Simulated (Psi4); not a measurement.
Psi4 input (wB97X-D/6-31G*):

```
memory 1500 MB

molecule {
-1 1
C    -1.83513400   -0.27266300   -0.07148600
C    -0.50767400   -0.24131200   -0.09446400
C     0.77801500   -0.41262500   -0.20752300
F     1.58085900    0.68112300    0.26250000
H    -2.44293900    0.09261700   -0.90007400
H    -2.39603700   -0.66312100    0.77842200
symmetry c1
no_reorient
no_com
}

set {
  basis 6-31G*
  reference rks
  scf_type pk
  dft_radial_points 99
  dft_spherical_points 590
  e_convergence 1e-8
  d_convergence 1e-7
  maxiter 150
}

e = energy('wb97x-d')
print_out(f'\nFINAL {e:.10f} DIPOLE {variable("CURRENT DIPOLE")[0]:.6f} {variable("CURRENT DIPOLE")[1]:.6f} {variable("CURRENT DIPOLE")[2]:.6f}\n')
```

Output:

```
   => Loading Basis Set <=

    Name: 6-31G*
    Role: ORBITAL
    Keyword: BASIS
    atoms 1-3 entry C          line   111 file 6-31gs.gbs
    atoms 4   entry F          line   162 file 6-31gs.gbs
    atoms 5-6 entry H          line    44 file 6-31gs.gbs

   => WB97X-D: Empirical Dispersion <=

    Chai and Head-Gordon Dispersion Correction
    Chai, J.-D.; Head-Gordon, M. (2010), J. Chem. Phys., 132: 6615-6620

        s6 =       1.000000

         ---------------------------------------------------------
                                   SCF
               by Justin Turney, Rob Parrish, Andy Simmonett
                          and Daniel G. A. Smith
                              RKS Reference
         ---------------------------------------------------------

  ==> Geometry <==

    Molecular point group: c1
    Full point group: C1

    Geometry (in Angstrom), charge = -1, multiplicity = 1:

       Center              X                  Y                   Z               Mass
    ------------   -----------------  -----------------  -----------------  -----------------
         C           -1.835134000000    -0.272663000000    -0.071486000000    12.000000000000
         C           -0.507674000000    -0.241312000000    -0.094464000000    12.000000000000
         C            0.778015000000    -0.412625000000    -0.207523000000    12.000000000000
         F            1.580859000000     0.681123000000     0.262500000000    18.998403162730
         H           -2.442939000000     0.092617000000    -0.900074000000     1.007825032230
         H           -2.396037000000    -0.663121000000     0.778422000000     1.007825032230

  Running in c1 symmetry.

  Rotational constants: A =      1.81106  B =      0.14193  C =      0.13523 [cm^-1]
  Rotational constants: A =  54294.09228  B =   4255.08907  C =   4054.01212 [MHz]
  Nuclear repulsion =   89.793672535848373

  Charge       = -1
  Multiplicity = 1
  Electrons    = 30
  Nalpha       = 15
  Nbeta        = 15

  ==> Algorithm <==

  SCF Algorithm Type is PK.
  DIIS enabled.
  MOM disabled.
  Fractional occupation disabled.
  Guess Type is SAD.
  Energy threshold   = 1.00e-08
  Density threshold  = 1.00e-07
  Integral threshold = 1.00e-12

  ==> Primary Basis <==

  Basis Set: 6-31G*
    Blend: 6-31G*
    Number of shells: 28
    Number of basis functions: 64
    Number of Cartesian functions: 64
    Spherical Harmonics?: false
    Max angular momentum: 2

  ==> DFT Potential <==

   => LibXC <=

    Version 7.1.2
    S. Lehtola, C. Steigemann, M. J. T. Oliveira, and M. A. L. Marques,  SoftwareX 7, 1–5 (2018) (10.1016/j.softx.2017.11.002)

   => Composite Functional: WB97X-D <=

    wB97X-D Hyb-GGA Exchange-Correlation Functional

    J.-D. Chai and M. Head-Gordon,  Phys. Chem. Chem. Phys. 10, 6615–6620 (2008) (10.1039/B810189B)

    Deriv               =              1
    GGA                 =           TRUE
    Meta                =          FALSE

    Exchange Hybrid     =           TRUE
    MP2 Hybrid          =          FALSE

   => Exchange-Correlation Functionals <=

    1.0000   wB97X-D range-separated functional

   => Exact (HF) Exchange <=

    0.7780            HF,LR [omega = 0.2000]
    0.2220               HF

   => LibXC Density Thresholds  <==

    XC_HYB_GGA_XC_WB97X_D:  1.00E-14

   => Molecular Quadrature <=

    Radial Scheme          =       TREUTLER
    Pruning Scheme         =           NONE
    Nuclear Scheme         =       TREUTLER

    Blocking Scheme        =         OCTREE
    BS radius alpha        =              1
    Pruning alpha          =              1
    Radial Points          =             99
    Spherical Points       =            590
    Total Points           =         331366
    Total Blocks           =           2484
    Max Points             =            256
    Max Functions          =             63
    Weights Tolerance      =       1.00E-15

  ==> Integral Setup <==

  Using in-core PK algorithm.
   Calculation information:
      Number of atoms:                   6
      Number of AO shells:              28
      Number of primitives:             68
      Number of atomic orbitals:        64
      Number of basis functions:        64

      Integral cutoff                 1.00e-12
      Number of threads:                 1

  Performing in-core PK
  Using 6492720 doubles for integral storage.
  We computed 76387 shell quartets total.
  Whereas there are 82621 unique shell quartets.

  Computing range-separated integrals for PK
  We computed 76387 wK shell quartets total.
  Whereas there are 82621 wK unique shell quartets.

  ==> DiskJK: Disk-Based J/K Matrices <==

    J tasked:                  Yes
    K tasked:                  Yes
    wK tasked:                 Yes
    Omega:               2.000E-01
    Schwarz Cutoff:          1E-12


  Cached 100.0% of DFT collocation blocks in 0.501 [GiB].

  Minimum eigenvalue in the overlap matrix is 1.5447557612E-03.
  Reciprocal condition number of the overlap matrix is 2.4963056072E-04.
    Using symmetric orthogonalization.

  ==> Pre-Iterations <==

  SCF Guess: Superposition of Atomic Densities via on-the-fly atomic UHF (no occupation information).

   -------------------------
    Irrep   Nso     Nmo
   -------------------------
     A         64      64
   -------------------------
    Total      64      64
   -------------------------

  ==> Iterations <==

                        Total Energy        Delta E     RMS |[F,P]|

   @RKS iter SAD:  -214.21162769232450   -2.14212e+02   0.00000e+00
   @RKS iter   1:  -214.99896901728641   -7.87341e-01   8.27400e-03 ADIIS/DIIS
   @RKS iter   2:  -215.09411460349992   -9.51456e-02   5.71664e-03 ADIIS/DIIS
   @RKS iter   3:  -215.15626954611898   -6.21549e-02   1.50879e-03 ADIIS/DIIS
   @RKS iter   4:  -215.16110723595085   -4.83769e-03   3.31965e-04 ADIIS/DIIS
   @RKS iter   5:  -215.16151154234626   -4.04306e-04   9.13473e-05 DIIS
   @RKS iter   6:  -215.16156488571025   -5.33434e-05   5.72265e-05 DIIS
   @RKS iter   7:  -215.16158139001891   -1.65043e-05   1.41417e-05 DIIS
   @RKS iter   8:  -215.16158428847606   -2.89846e-06   3.64280e-06 DIIS
   @RKS iter   9:  -215.16158434719014   -5.87141e-08   2.11342e-06 DIIS
   @RKS iter  10:  -215.16158435513029   -7.94014e-09   5.05948e-07 DIIS
   @RKS iter  11:  -215.16158435580238   -6.72088e-10   6.83499e-08 DIIS
  Energy and wave function converged.

  ==> Post-Iterations <==

   Electrons on quadrature grid:
      Ntotal   =   30.0000002068 ; deviation = 2.068e-07

    Orbital Energies [Eh]
    ---------------------

    Doubly Occupied:

       1A    -24.561697     2A    -10.077692     3A    -10.075647
       4A    -10.056410     5A     -1.025837     6A     -0.634571
       7A     -0.530959     8A     -0.372027     9A     -0.314182
      10A     -0.307621    11A     -0.263428    12A     -0.261068
      13A     -0.140144    14A     -0.074974    15A     -0.034688

    Virtual:

      16A      0.309687    17A      0.354466    18A      0.395257
      19A      0.494747    20A      0.547523    21A      0.605305
      22A      0.678395    23A      0.782861    24A      0.838633
      25A      0.865243    26A      0.915301    27A      0.941041
      28A      0.979777    29A      0.981870    30A      1.027813
      31A      1.148594    32A      1.168286    33A      1.225187
      34A      1.322920    35A      1.378565    36A      1.432888
      37A      1.491285    38A      1.549692    39A      1.657782
      40A      1.787512    41A      1.794032    42A      1.900460
      43A      1.909612    44A      1.955421    45A      2.063837
      46A      2.122437    47A      2.173938    48A      2.191893
      49A      2.263503    50A      2.344230    51A      2.419968
      52A      2.452911    53A      2.512234    54A      2.576188
      55A      2.737433    56A      2.812527    57A      3.144837
      58A      3.161007    59A      3.400316    60A      3.537056
      61A      4.350822    62A      4.427112    63A      4.572526
      64A      4.928352

    Final Occupation by Irrep:
              A
    DOCC [    15 ]
    NA   [    15 ]
    NB   [    15 ]

  @RKS Final Energy:  -215.16158435580238

   => Energetics <=

    Nuclear Repulsion Energy =             89.7936725358483727
    One-Electron Energy =                -479.3996740143524562
    Two-Electron Energy =                 193.6207710698914468
    DFT Exchange-Correlation Energy =     -19.1755406139847082
    Empirical Dispersion Energy =          -0.0008133332050404
    VV10 Nonlocal Energy =                  0.0000000000000000
    Total Energy =                       -215.1615843558023755

Computation Completed

Properties will be evaluated at   0.000000,   0.000000,   0.000000 [a0]

Properties computed using the SCF density matrix

 Multipole Moments:

 ------------------------------------------------------------------------------------
     Multipole            Electronic (a.u.)      Nuclear  (a.u.)        Total (a.u.)
 ------------------------------------------------------------------------------------

 L = 1.  Multiply by 2.5417464519 to convert [e a0] to [Debye]
 Dipole X            :         -0.4719131           -0.0000057           -0.4719187
 Dipole Y            :          0.5168725            0.0000057            0.5168782
 Dipole Z            :          0.2458906            0.0000189            0.2459095
 Magnitude           :                                                    0.7418503

 ------------------------------------------------------------------------------------

FINAL -215.1615843558 DIPOLE -0.471919 0.516878 0.245910

*** Psi4 exiting successfully. Buy a developer a beer!
```

The dipole moment of an ion depends on the origin.

The geometry given is a B3LYP-D3(BJ)/def2-TZVP minimum.
